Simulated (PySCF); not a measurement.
Cartesian coordinates (Å):
```xyz
21

Hf     0.5658    -0.5169    -0.2273
O      0.5525    -0.7978     1.6999
C      0.5190    -0.9679     3.0819
H      0.5270    -2.0487     3.3574
H     -0.3987    -0.5142     3.5249
H      1.4003    -0.4897     3.5706
O      1.8669     0.8604    -0.6754
C      2.7686     1.8744    -0.9913
H      3.5661     1.9636    -0.2168
H      2.2584     2.8635    -1.0643
H      3.2695     1.6810    -1.9689
O      1.0443    -2.1765    -1.1263
C      1.4458    -3.3415    -1.7762
H      2.0820    -3.1129    -2.6634
H      0.5675    -3.9282    -2.1342
H      2.0374    -4.0010    -1.0987
O     -1.2023     0.0482    -0.8148
C     -2.4594     0.4128    -1.2914
H     -2.4325     1.4150    -1.7803
H     -3.2071     0.4612    -0.4653
H     -2.8367    -0.3188    -2.0441
```
Charge 0, multiplicity 1.

Task: What is the computed charge on the central atom (Mulliken), total energy and dipole moment (PySCF with TPSSh-D3(BJ)/def2-TZVP // BP86-D3(BJ)/def2-SVP)?

Result: 
```json
{
 "charge on the central atom (Mulliken)": "1.50 e",
 "total_energy": "-13850.79 eV",
 "dipole_moment": "0.07 D"
}
```
